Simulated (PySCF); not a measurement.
Structure with atom numbers: `[CH3:1][Si:2]([CH3:3])([CH3:4])[CH3:5]`; H(Xn) means a hydrogen on atom n.

Geometry: GFN2-xTB; GIAO absolute shieldings from PySCF, gas phase, non-relativistic, averaged over equivalent atoms.

At HSE06/6-31++G** (166 basis functions, 36 s wall time on 1 thread of an Intel Xeon, shared host):
```json
{"atoms": "C1/C3/C4/C5", "σ (ppm)": "197.9"}
{"atoms": "Si2", "σ (ppm)": "407.5"}
{"atoms": "H(C1)/H(C3)/H(C4)/H(C5)", "σ (ppm)": "31.85"}
```

Estimate the result of repeating the calculation with wB97X-D/6-31++G**.

Results:


```
                  atoms  σ at wB97X-D/6-31++G**  change
            C1/C3/C4/C5                   198.9    +1.0
                    Si2                   410.2    +2.7
H(C1)/H(C3)/H(C4)/H(C5)                   31.97   +0.12
```

The largest change is at Si2 (silicon bonded to 4 C). Cost: 166 basis functions, 19 s wall time on 1 thread of an Intel Xeon, shared host.
